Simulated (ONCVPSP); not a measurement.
**An all-electron radial function and its pseudo partner (phosphorus (P))**

Columns: radius, all-electron u(r) and pseudo u(r) of the 3s shell (level -33.80 eV) of phosphorus in the configuration [Ne] 3s2 3p1; PBEsol, non-relativistic, ONCV scheme, ONCVPSP 4.0.1.

```tsv
r (bohr)	all-electron	pseudo
0.072	0.2002	0.0192
0.145	-0.0212	0.0406
0.217	-0.2472	0.0647
0.290	-0.3792	0.0925
0.362	-0.4098	0.1237
0.435	-0.3630	0.1601
0.507	-0.2667	0.2018
0.580	-0.1404	0.2501
0.652	-0.0039	0.3026
0.725	0.1351	0.3593
0.798	0.2670	0.4184
0.870	0.3855	0.4789
0.942	0.4902	0.5412
1.015	0.5813	0.6050
1.088	0.6571	0.6661
1.160	0.7176	0.7203
1.232	0.7646	0.7651
1.305	0.7994	0.7995
1.378	0.8227	0.8227
1.450	0.8352	0.8352
1.522	0.8389	0.8389
1.595	0.8347	0.8347
1.668	0.8238	0.8238
1.740	0.8075	0.8075
1.812	0.7867	0.7867
1.885	0.7619	0.7619
```

Problem. How many radial nodes do the two functions have?

Solution. The all-electron 3s function has n − l − 1 = 2; the pseudo-wave has 0, since the states of the same l below it are removed with the core.

Problem. At about which radius was the pseudo-wave matched?

Solution. 1.45 bohr. The columns agree to 0.0005 from 1.30 bohr on; several derivatives are matched, so the curves merge somewhat inside the radius.

Problem. Where does each function peak?

Solution. Outermost all-electron maximum near 1.52 bohr, pseudo maximum near 1.52 bohr (to the table’s step).

Problem. Is the pseudo-wave norm-conserving?

Solution. Yes: the ONCV scheme keeps the norm inside the radius equal to the all-electron one, which fixes the energy derivative of the logarithmic derivative at the level.
